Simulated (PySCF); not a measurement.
Computed shifts of a molecule C3H6OSi, HF/pcSseg-1 (PySCF), GIAO, gas phase, atoms alike by connectivity averaged where their shifts nearly agree, in ppm (number of nuclei): ¹³C: 232.1 (1), 140.6 (1), 140.1 (1). ²⁹Si: -74.2 (1). ¹H: 7.35 (1), 7.16 (1), 6.35 (1), 4.14 (3). References: ¹³C against TMS (σ = 192.6 ppm); ¹⁷O against H2O (σ = 333.0 ppm); ²⁹Si against TMS (σ = 393.8 ppm); ¹H against TMS (σ = 31.99 ppm), references at their B3LYP-D3(BJ)/def2-TZVP geometries, non-relativistic. The structure is a stationary point at ωB97X-D3(BJ)/def2-SVP. The values are those of a single conformer.

Problem. Which molecule gave these data?
A) C#CC[SiH2]O
B) C#CCO[SiH3]
C) C1=C[SiH2]CO1
D) C=CC(=O)[SiH3]

Solution. D, C=CC(=O)[SiH3]
